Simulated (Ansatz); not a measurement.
AgSe2. The state is a doublet with charge 0. Geometry relaxed at B3LYP-D4/def2-TZVP.

```xyz
3

Ag   -1.6977    0.5109   -0.9336
Se    1.5316    0.4230    1.0566
Se    0.1660   -0.9339   -0.1230
```

In the def2 sets Ag takes a core potential; there is no spin–orbit coupling. The structure comes from a short search, and lower isomers may exist.

Question: Estimate the harmonic wavenumbers at UKS B3LYP-D4/def2-TZVP (Ansatz, unscaled). Is this a minimum?

Answer: 71, 198, 324 cm⁻¹. Yes, no mode is imaginary beyond noise. Zero-point energy 3.5 kJ/mol. It took 36 s on 4 threads of Arm Neoverse V2 on a shared host.
